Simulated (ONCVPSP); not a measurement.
# What one change does to a pseudopotential (F (Z = 9), ONCV)

F, optimised norm-conserving Vanderbilt (ONCV), made with ONCVPSP 4.0.1 (PBE, scalar-relativistic). Core [He], reference 2s2 2p5. Waves: 2s: rc 0.75 bohr, ncon 4, nbas 7, qcut 10.5 1/bohr, 2 projectors, debl 3.3 Ha; 2p: rc 1.15 bohr, ncon 4, nbas 7, qcut 12.9 1/bohr, 2 projectors, debl 0.7 Ha. Local part: polynomial inside 0.55 bohr (lpopt 5, dvloc0 1 Ha). Core correction: Teter function, fcfact 4.5, rcfact 1.65.

Change: core correction polynomial model core, fcfact 0.35.

Cutoffs: the cutoffs (Ha) at which the residual kinetic energy of the hardest occupied pseudo-wave falls to 1 and 0.1 mHa per electron; they do not see the model core or the augmentation charge, which bear on the density cutoff. Errors are all-electron minus pseudo energies relative to the spin-unpolarised reference configuration.

Task: What does the change do?

Result: The potential gets neither clearly harder nor softer (53 Ha and 166 Ha → 53 Ha and 166 Ha); the errors of the 4 common tests hardly move; neither file shows a bound ghost. A model core, the more so a compact one, raises the density cutoff, which this test does not measure.

| quantity | base | changed |
| --- | --- | --- |
| cutoff, loose | 53 Ha | 53 Ha |
| cutoff, tight | 166 Ha | 166 Ha |
| bound ghosts | none | none |
| GHOST(+) flags under 300 eV | none | none |
| error for 2s2 2p4, meV [ΔE 19.39 eV] | +7.0 | +7.2 |
| error for 2s2 2p3, meV [ΔE 57.77 eV] | +66 | +69 |
| error for 2s2 2p2, meV [ΔE 118.41 eV] | +271 | +291 |
| error for 2s2 2p4.5, meV [ΔE 7.54 eV] | +0.7 | +0.7 |
| s: phases at 0.76 bohr within 0.05 rad from the reference energy up to (Ha; the scan ends near 5) | to the end of the scan | to the end of the scan |
| p: phases at 1.16 bohr within 0.05 rad from the reference energy up to (Ha; the scan ends near 5) | to the end of the scan | to the end of the scan |
| rms error of d²Exc/dni dnj with the model core, mHa | 1.08 | 1.54 |
